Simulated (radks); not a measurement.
Values are calculated unless marked as measured or tabulated.
Charge is removed step by step from the 5s down level of I, starting from [Kr] 4d10 5s(up 1, down 1) 5p5. Level of theory: scalar-relativistic Kohn-Sham, SCAN, spin-polarised, spherical densities, finite nucleus; open shells are filled with parallel spins first (spin-orbit coupling, left out, can overturn this in heavy ions); meta-GGA in the generalised Kohn-Sham scheme; Fermi nuclear charge, rms radius 4.75 fm (a radial shooting solver on a logarithmic mesh with Libxc functionals).

\begin{tabular}{lrr}
removed (e) & E - E(0) (eV) & eigenvalue (eV) \\ \hline
0 & 0.000 & -17.589 \\
0.125 & 2.263 & -18.621 \\
0.25 & 4.661 & -19.666 \\
0.375 & 7.176 & -20.720 \\
0.5 & 9.826 & -21.777 \\
0.625 & 12.636 & -22.835 \\
0.75 & 15.552 & -23.892 \\
0.875 & 18.601 & -24.953 \\
\end{tabular}

The mean slope of the eigenvalue, de/dn, is 8.42 eV per electron.
